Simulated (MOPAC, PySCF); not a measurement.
[Y(Cl)(F)2], neutral singlet in the gas phase. 

Z-matrix (Å, degrees):
```
Y
F 1 1.9868
F 1 1.9868 2 117.48
Cl 1 2.4740 2 121.26 3 -178.68
```
Charge 0, spin multiplicity 1.

All levels are single points at this geometry (r2SCAN-D4/def2-SVP); Pople sets use spherical d functions. Orbital energies aren't observables, and empty levels follow the basis.

M06-2X/6-31G* (LANL2DZ on Y) in PySCF gives gap (eV) = 7.96.

Estimate the gap (eV) from each of these levels: TPSSh-D3(BJ)/def2-TZVP in PySCF; B3LYP/6-311+G** (LANL2DZ on Y) in PySCF; B3LYP/LANL2DZ in PySCF; SVWN5/6-31G* (LANL2DZ on Y) in PySCF; PM7 in MOPAC.


```json
[
 {"level": "TPSSh-D3(BJ)/def2-TZVP in PySCF", "gap (eV)": "5.36"},
 {"level": "B3LYP/6-311+G** (LANL2DZ on Y) in PySCF", "gap (eV)": "5.43"},
 {"level": "B3LYP/LANL2DZ in PySCF", "gap (eV)": "5.35"},
 {"level": "SVWN5/6-31G* (LANL2DZ on Y) in PySCF", "gap (eV)": "3.90"},
 {"level": "PM7 in MOPAC", "gap (eV)": "11.23"}
]
```
